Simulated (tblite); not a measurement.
C5H15NSi2.
SMILES with atom numbers: `[CH3:1][NH:2][Si@@H:3]1[CH2:4][CH2:5][C@@H:6]([CH3:7])[SiH2:8]1` (hydrogens: H9, H10, H11 on C1; H12 on N2; H13 on Si3; H14, H15 on C4; H16, H17 on C5; H18 on C6; H19, H20, H21 on C7; H22, H23 on Si8)

Structure optimised with GFN2-xTB, isolated species.

(1) List the bond lengths, angles and torsions at this level.

## Answers

(1) 
```tsv
bond	length (bohr)
C1–N2	2.724
N2–Si3	3.256
Si3–C4	3.606
C4–C5	2.885
C5–C6	2.898
C6–C7	2.880
C6–Si8	3.633
Si3–Si8	4.357
C1–H9, C1–H10, C1–H11	2.063
N2–H12	1.909
Si3–H13	2.804
C4–H14	2.059
C4–H15	2.062
C5–H16	2.069
C5–H17	2.071
C6–H18	2.072
C7–H19, C7–H20, C7–H21	2.058
Si8–H22	2.781
Si8–H23	2.778
```

Bonds in one row agree within 0.02 bohr and their mean is given. A selection of angles:
```tsv
angle	degrees
C1–N2–Si3	121.5
N2–Si3–C4	107.9
N2–Si3–Si8	113.9
C4–Si3–Si8	94.2
Si3–C4–C5	107.6
C4–C5–C6	112.4
C5–C6–C7	110.8
C5–C6–Si8	108.4
C7–C6–Si8	113.8
Si3–Si8–C6	93.0
H12–N2–C1	111.3
H12–N2–Si3	117.9
```

Torsions: C1–N2–Si3–C4 175° (antiperiplanar); N2–Si3–C4–C5 -144° (anticlinal); Si3–C4–C5–C6 53° (synclinal); C4–C5–C6–C7 -178° (antiperiplanar); C5–C6–Si8–Si3 25° (synperiplanar); N2–Si3–Si8–C6 113° (anticlinal).

The 5-membered ring Si3–C4–C5–C6–Si8 has internal angles of 93.0° to 112.4°; it is puckered, 0.21 Å rms from its mean plane, widest ring torsion 53°. Si8 (SiH2 silicon) has angles from 93.0° to 122.4°. Si3 (SiH silicon) has angles from 94.2° to 116.5°. N2 (silicon-bound nitrogen) has angles 121.5°, 117.9° and 111.3°, sum 350.7°, 0.24 Å off the plane of its three neighbours. Of the pairs four or more bonds apart, Si8···H9 is among the closest relative to their van der Waals radii: 3.45 Å, 104 % of the sum of Bondi's values.

Point group: C1 (no symmetry element, even within 0.4 Å). Its GFN2-xTB frequencies are all real (lowest 44 cm⁻¹). One conformer, not necessarily the lowest. 2 starts were optimised and ended at 0.00 and 1.34 kcal/mol (GFN2-xTB); the lowest of these is shown.

All values are computed, not measured.
